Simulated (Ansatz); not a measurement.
`O[SiH](F)[SiH3]` → `O[SiH3]` + `F[SiH]` at 400 K and 1 bar (silylene formation by 1,1-elimination).

Program: Ansatz. Geometries: PBE0-D4/def2-TZVP. ΔE: electronic, gas phase. CCSD(T)/CBS is the MP2 limit (def2-TZVPP, def2-QZVPP) plus CCSD(T) − MP2 in def2-TZVPP, frozen cores. This one scheme is used for every species. One conformer a species, not always the lowest.

| species | CCSD(T)/CBS energy (Eh) | H − E (kJ/mol) | S (J/(mol·K)) |
| --- | --- | --- | --- |
| `O[SiH](F)[SiH3]` | -756.23815 | 165.6 | 373.8 |
| `O[SiH3]` | -366.69042 | 120.0 | 276.4 |
| `F[SiH]` | -389.46371 | 36.4 | 250.8 |

H − E and S are ideal-gas, rigid-rotor, harmonic terms from PBE0-D4/def2-TZVP, for one conformer and one mirror image of each species. 1 Eh = 2625.50 kJ/mol, R = 8.31446 J/(mol·K).

**Question.** By hand: ΔE, ΔH, ΔS and ΔG.

**Answer.** ΔE = (-366.69042) + (-389.46371) − (-756.23815) = 0.08402 Eh = 220.6 kJ/mol. Δ(H − E) = 120.0 + 36.4 − 165.6 = -9.2, so ΔH = 211.4 kJ/mol. ΔS = 276.4 + 250.8 − 373.8 = 153.4 J/(mol·K). ΔG = 211.4 − 400 × (153.4)/1000 = 150.0 kJ/mol.

**Question.** By hand: the equilibrium constant, and the temperature at which ΔG would vanish if ΔH and ΔS stayed fixed.

**Answer.** log₁₀ K = −ΔG/(RT ln 10) = -19.6. ΔG = 0 at ΔH/ΔS = 1378 K.

The number of gas molecules changes by +1, which sets the sign of ΔS. A doubt of 5 kJ/mol in ΔE shifts log₁₀ K by 0.7 here. Other conformers and mirror images would add mixing entropy, several J/(mol·K) or more a flexible species. These are equilibria of isolated gas molecules and say nothing of rates. Largest T1 diagnostic: 0.015 (customary marks: 0.02 for closed shells, 0.045 for open ones).
